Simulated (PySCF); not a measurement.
CH4O2Sn, neutral, multiplicity 1. Atoms are numbered in the order given.

```xyz
8

Sn    -0.0893     0.1511     0.6416
O     -1.4117     0.8947    -0.6800
H     -1.3095     0.6180    -1.6021
O      1.0674    -0.8645    -0.6635
C      0.9550    -0.9270    -2.0553
H      0.4960    -0.0210    -2.5057
H      1.9554    -1.0382    -2.5132
H      0.3485    -1.7955    -2.3815
```

Geometry: B3LYP-D3(BJ)/def2-SVP. The def2 effective core potentials stand for the cores of Sn; spin–orbit coupling is left out. Other conformers were not sampled.

Calculation: PySCF with TDDFT-CAM-B3LYP/def2-SVPD.

Vertical excitations. 

```json
[
 {"state": "S1", "energy (eV)": "4.62", "λ (nm)": "268", "f": "0.035", "main pairs": "HOMO→LUMO 90 %"},
 {"state": "S2", "energy (eV)": "5.00", "λ (nm)": "248", "f": "0.042", "main pairs": "HOMO−1→LUMO 65 %, HOMO−2→LUMO 28 %"},
 {"state": "S3", "energy (eV)": "5.11", "λ (nm)": "243", "f": "0.046", "main pairs": "HOMO−2→LUMO 61 %, HOMO−1→LUMO 30 %"},
 {"state": "S4", "energy (eV)": "6.01", "λ (nm)": "206", "f": "0.011", "main pairs": "HOMO−3→LUMO 89 %"},
 {"state": "S5", "energy (eV)": "6.57", "λ (nm)": "189", "f": "0.011", "main pairs": "HOMO−1→LUMO+1 86 %"},
 {"state": "S6", "energy (eV)": "6.72", "λ (nm)": "185", "f": "0.107", "main pairs": "HOMO→LUMO+1 81 %, HOMO−2→LUMO+1 14 %"},
 {"state": "S7", "energy (eV)": "6.75", "λ (nm)": "184", "f": "0.003", "main pairs": "HOMO−1→LUMO+2 82 %"},
 {"state": "S8", "energy (eV)": "7.03", "λ (nm)": "176", "f": "0.045", "main pairs": "HOMO−4→LUMO 85 %"},
 {"state": "S9", "energy (eV)": "7.06", "λ (nm)": "176", "f": "0.068", "main pairs": "HOMO→LUMO+2 38 %, HOMO−2→LUMO+2 30 %, HOMO−2→LUMO+1 16 %"},
 {"state": "S10", "energy (eV)": "7.12", "λ (nm)": "174", "f": "0.288", "main pairs": "HOMO−2→LUMO+1 55 %, HOMO→LUMO+2 30 %"},
 {"state": "T1", "energy (eV)": "3.57", "λ (nm)": "347", "f": "0", "main pairs": "HOMO→LUMO 80 %, HOMO−2→LUMO 16 %"},
 {"state": "T2", "energy (eV)": "4.24", "λ (nm)": "292", "f": "0", "main pairs": "HOMO−1→LUMO 95 %"},
 {"state": "T3", "energy (eV)": "4.68", "λ (nm)": "265", "f": "0", "main pairs": "HOMO−2→LUMO 82 %, HOMO→LUMO 16 %"},
 {"state": "T4", "energy (eV)": "5.11", "λ (nm)": "243", "f": "0", "main pairs": "HOMO−3→LUMO 97 %"}
]
```
Triplets are in the Tamm–Dancoff approximation, which puts them higher than full response would, so one can lie above its singlet here.
